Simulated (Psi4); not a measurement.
C₃H₈InN (SMILES C=[CH][In]([CH3])[NH2]), singlet, geometry from GFN2-xTB (such geometries of metal compounds can be far from the true shape) (core potentials on In); PBE/def2-SVP (Psi4).

Here is a job for Psi4.
```
memory 2 GB

molecule mol {
0 1
  In   -0.216148    0.104082    0.091527
  C    -2.369513    0.083819    0.703325
  H    -2.808639   -0.901845    0.563078
  H    -2.935410    0.813090    0.125481
  H    -2.406985    0.354674    1.757455
  C     0.825518   -1.213584   -1.367745
  C     2.143567   -1.223455   -1.455124
  H     0.234395   -1.869968   -1.999512
  H     2.682381   -1.866657   -2.143615
  H     2.757237   -0.582802   -0.833763
  N     1.010930    1.324506    1.201573
  H     0.548224    2.130019    1.609374
  H     1.846130    1.671238    0.742918
}

set basis def2-svp
set reference rks

energy('pbe')
print_variables()
```

It wrote (shortened):

```
   => Loading Basis Set <=

    Name: DEF2-SVP
    Role: ORBITAL
    Keyword: BASIS

    !!!  WARNING: ECP capability is in beta. Please check occupations closely.  !!!

         ---------------------------------------------------------
                                   SCF
               by Justin Turney, Rob Parrish, Andy Simmonett
                          and Daniel G. A. Smith
                              RKS Reference
         ---------------------------------------------------------

  ==> Geometry <==

    Molecular point group: c1
    Full point group: C1

    Geometry (in Angstrom), charge = 0, multiplicity = 1:

       Center              X                  Y                   Z               Mass
    ------------   -----------------  -----------------  -----------------  -----------------
         IN          -0.195516820722     0.092439973178     0.081536724269   114.903878776000
         C           -2.348881820722     0.072176973178     0.693334724269    12.000000000000
         H           -2.788007820722    -0.913487026822     0.553087724269     1.007825032230
         H           -2.914778820722     0.801447973178     0.115490724269     1.007825032230
         H           -2.386353820722     0.343031973178     1.747464724269     1.007825032230
         C            0.846149179278    -1.225226026822    -1.377735275731    12.000000000000
         C            2.164198179278    -1.235097026822    -1.465114275731    12.000000000000
         H            0.255026179278    -1.881610026822    -2.009502275731     1.007825032230
         H            2.703012179278    -1.878299026822    -2.153605275731     1.007825032230
         H            2.777868179278    -0.594444026822    -0.843753275731     1.007825032230
         N            1.031561179278     1.312863973178     1.191582724269    14.003074004430
         H            0.568855179278     2.118376973178     1.599383724269     1.007825032230
         H            1.866761179278     1.659595973178     0.732927724269     1.007825032230

  Running in c1 symmetry.

  Rotational constants: A =      0.15706  B =      0.06601  C =      0.04711 [cm^-1]
  Rotational constants: A =   4708.64747  B =   1978.81405  C =   1412.21653 [MHz]
  Nuclear repulsion =  239.458926680603298

  Charge       = 0
  Multiplicity = 1
  Electrons    = 54
  Nalpha       = 27
  Nbeta        = 27

  ==> Algorithm <==

  SCF Algorithm Type is DF.
  DIIS enabled.
  MOM disabled.
  Fractional occupation disabled.
  Guess Type is SAD.
  Energy threshold   = 1.00e-06
  Density threshold  = 1.00e-06
  Integral threshold = 1.00e-12

  ==> Primary Basis <==

  Basis Set: DEF2-SVP
    Blend: DEF2-SVP
    Number of shells: 58
    Number of basis functions: 122
    Number of Cartesian functions: 128
    Spherical Harmonics?: true
    Max angular momentum: 2

  Core potential: DEF2-SVP
    Number of shells: 4
    Number of ECP primitives: 18
    Number of ECP core electrons: 28
    Max angular momentum: 3

  ==> DFT Potential <==

   => LibXC <=

    Version 7.1.2
    S. Lehtola, C. Steigemann, M. J. T. Oliveira, and M. A. L. Marques,  SoftwareX 7, 1–5 (2018) (10.1016/j.softx.2017.11.002)

   => Composite Functional: PBE <=

    PBE GGA Exchange-Correlation Functional

    J.P. Perdew et. al., Phys. Rev. Lett., 77(18), 3865-3868, 1996

    Deriv               =              1
    GGA                 =           TRUE
    Meta                =          FALSE

    Exchange Hybrid     =          FALSE
    MP2 Hybrid          =          FALSE

   => Exchange Functionals <=

    1.0000     XC_GGA_X_PBE

   => Correlation Functionals <=

    1.0000     XC_GGA_C_PBE

   => LibXC Density Thresholds  <==

    XC_GGA_C_PBE:  1.00E-12
    XC_GGA_X_PBE:  1.00E-15

   => Molecular Quadrature <=

    Radial Scheme          =       TREUTLER
    Pruning Scheme         =           NONE
    Nuclear Scheme         =       TREUTLER

    Blocking Scheme        =         OCTREE
    BS radius alpha        =              1
    Pruning alpha          =              1
    Radial Points          =             75
    Spherical Points       =            302
    Total Points           =         280468
    Total Blocks           =           2137
    Max Points             =            256
    Max Functions          =            119
    Weights Tolerance      =       1.00E-15

   => Loading Basis Set <=

    Name: (DEF2-SVP AUX)
    Role: JKFIT
    Keyword: DF_BASIS_SCF

  ==> Integral Setup <==

  SCF_SUBTYPE=INCORE selected. In-core MEM_DF algorithm will be used.
  Using in-core AOs.

  ==> MemDFJK: Density-Fitted J/K Matrices <==

    J tasked:                   Yes
    K tasked:                    No
    wK tasked:                   No
    Algorithm:                 Core
    Schwarz Cutoff:           1E-12
    Mask sparsity (%):       7.8339
    Fitting Condition:        1E-10

   => Auxiliary Basis Set <=

  Basis Set: (DEF2-SVP AUX)
    Blend: DEF2-UNIVERSAL-JKFIT
    Number of shells: 194
    Number of basis functions: 664
    Number of Cartesian functions: 829
    Spherical Harmonics?: true
    Max angular momentum: 5

  Minimum eigenvalue in the overlap matrix is 3.1310051730E-03.
  Reciprocal condition number of the overlap matrix is 5.8455117696E-04.
    Using symmetric orthogonalization.

  ==> Pre-Iterations <==

  SCF Guess: Superposition of Atomic Densities via on-the-fly atomic UHF (no occupation information).

   -------------------------
    Irrep   Nso     Nmo
   -------------------------
     A        122     122
   -------------------------
    Total     122     122
   -------------------------

  ==> Iterations <==

                           Total Energy        Delta E     RMS |[F,P]|

   @DF-RKS iter SAD:  -362.01106143696552   -3.62011e+02   0.00000e+00
   @DF-RKS iter   1:  -362.62827183828875   -6.17210e-01   1.11492e-02 ADIIS/DIIS
   @DF-RKS iter   2:  -360.03352819203332    2.59474e+00   1.77348e-02 ADIIS/DIIS
   @DF-RKS iter   3:  -363.39006405013953   -3.35654e+00   4.96131e-03 ADIIS/DIIS
   @DF-RKS iter   4:  -363.57136856337161   -1.81305e-01   2.02017e-03 ADIIS/DIIS
   @DF-RKS iter   5:  -363.59774824019343   -2.63797e-02   9.25161e-04 ADIIS/DIIS
   @DF-RKS iter   6:  -363.60301701046495   -5.26877e-03   4.14377e-04 ADIIS/DIIS
   @DF-RKS iter   7:  -363.60441698822058   -1.39998e-03   1.22727e-04 ADIIS/DIIS
   @DF-RKS iter   8:  -363.60453395970910   -1.16971e-04   4.76910e-05 DIIS
   @DF-RKS iter   9:  -363.60455365360428   -1.96939e-05   1.26654e-05 DIIS
   @DF-RKS iter  10:  -363.60455534982856   -1.69622e-06   1.61147e-06 DIIS
   @DF-RKS iter  11:  -363.60455537380551   -2.39770e-08   3.08152e-07 DIIS
  Energy and wave function converged.

  ==> Post-Iterations <==

   Electrons on quadrature grid:
      Ntotal   =   53.9999805945 ; deviation = -1.941e-05

    Orbital Energies [Eh]
    ---------------------

    Doubly Occupied:

[...]
    Virtual:

[...]
    Final Occupation by Irrep:
              A
    DOCC [    27 ]
    NA   [    27 ]
    NB   [    27 ]

  @DF-RKS Final Energy:  -363.60455537380551

   => Energetics <=

    Nuclear Repulsion Energy =            239.4589266806032981
    One-Electron Energy =               -1044.6618517972328846
    Two-Electron Energy =                 484.1715626970881203
    DFT Exchange-Correlation Energy =     -42.5731929542640870
    Empirical Dispersion Energy =           0.0000000000000000
    VV10 Nonlocal Energy =                  0.0000000000000000
    Total Energy =                       -363.6045553738055105

Computation Completed

Properties will be evaluated at   0.000000,   0.000000,   0.000000 [a0]

Properties computed using the SCF density matrix

 Multipole Moments:

 ------------------------------------------------------------------------------------
     Multipole            Electronic (a.u.)      Nuclear  (a.u.)        Total (a.u.)
 ------------------------------------------------------------------------------------

 L = 1.  Multiply by 2.5417464519 to convert [e a0] to [Debye]
 Dipole X            :        -13.6459893           13.5422511           -0.1037382
 Dipole Y            :          7.0217700           -6.6952552            0.3265149
 Dipole Z            :          5.6363810           -5.8623932           -0.2260122
 Magnitude           :                                                    0.4104328

 ------------------------------------------------------------------------------------

  Variable Map:
  ----------------------------------------------------------------------------
[...]
  Array Variable Map:
  ----------------------------------------------------------------------------
[...]
[...]
```
